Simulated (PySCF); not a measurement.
```xyz
6

C     -1.0232     0.0242    -0.0400
B      0.3525    -0.0775    -0.1381
O      1.6577    -0.1956    -0.2789
H     -1.6272    -0.7647     0.3886
H     -1.5598     0.8973    -0.3874
H      2.2000     0.1163     0.4558
```

Charge 0, multiplicity 1.

Q: Give the Mulliken and meta-Löwdin atomic charges from PBE-D3(BJ)/def2-TZVP // B3LYP-D3(BJ)/def2-TZVP (PySCF 2.14.0).

A: 
```
atom  Mulliken (e)  meta-Löwdin (e)
----  ------------  ---------------
C1           -0.29            -0.55
B2           -0.03             0.27
O3           -0.30            -0.42
H4            0.14             0.16
H5            0.14             0.16
H6            0.35             0.38
```
